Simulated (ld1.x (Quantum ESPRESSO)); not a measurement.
**Which change was made? (S, TM)**

```
Element                 : S (Z = 16)
Generator               : ld1.x (Quantum ESPRESSO) 7.5
Type                    : norm-conserving Troullier–Martins (Kleinman–Bylander form)
Functional              : LDA (PZ)
Relativity              : scalar-relativistic
Frozen core             : [Ne]
Valence charge          : 6
Reference configuration : 3s1.75 3p4.25
Partial waves           : 3p (bound): rc 1.50 bohr; 3s (bound): rc 1.50 bohr
Local potential         : the s channel
Core correction         : Bessel-smoothed model core inside 0.80 bohr
```

Cutoffs, loose and tight: the cutoffs (Ry, on a coarse ladder) from which the occupation-weighted sum of valence levels, in a spherical-Bessel basis at the reference potential, stays within 10 and 1 mRy of its value at 400 Ry. They do not see the model core or the augmentation charge, which bear on the density cutoff. Test errors are all-electron minus pseudo excitation energies from the reference, over the configurations 3s2 3p4; 3s2 3p3; 3s2 3p2; 3s2 3p0; 3s2 3p1; 3s2 3p3.5; 3s1 3p4 (two spin-polarised tests are not counted in the largest error); variants that change the core or the reference have their own tests.

The base gives: outcome: generated; cutoff, loose: 35 Ry; cutoff, tight: 60 Ry; bound ghosts: none; largest test error (meV): +205.

Q: After one change the result is: outcome: generated; cutoff, loose: 30 Ry; cutoff, tight: 50 Ry; bound ghosts: none; largest test error (meV): +307. Which change was it?
A. wave 3s (bound): rc 1.50 bohr becomes 3s (bound): rc 1.80 bohr
B. wave 3s (bound): rc 1.50 bohr becomes 3s (bound): rc 1.12 bohr
C. wave 3s (bound): rc 1.50 bohr becomes 3s (bound): rc 0.96 bohr
D. wave 3s (bound): rc 1.50 bohr becomes 3s (bound): rc 2.08 bohr

A: A. The others give: wave 3s (bound): rc 1.50 bohr becomes 3s (bound): rc 2.08 bohr → outcome: generated; cutoff, loose: 21 Ry; cutoff, tight: 35 Ry; bound ghosts: none; largest test error (meV): +506 | wave 3s (bound): rc 1.50 bohr becomes 3s (bound): rc 0.96 bohr → outcome: generated; cutoff, loose: 90 Ry; cutoff, tight: over 300 Ry; bound ghosts: none; largest test error (meV): +321 | wave 3s (bound): rc 1.50 bohr becomes 3s (bound): rc 1.12 bohr → outcome: generated; cutoff, loose: 60 Ry; cutoff, tight: 140 Ry; bound ghosts: none; largest test error (meV): +238.
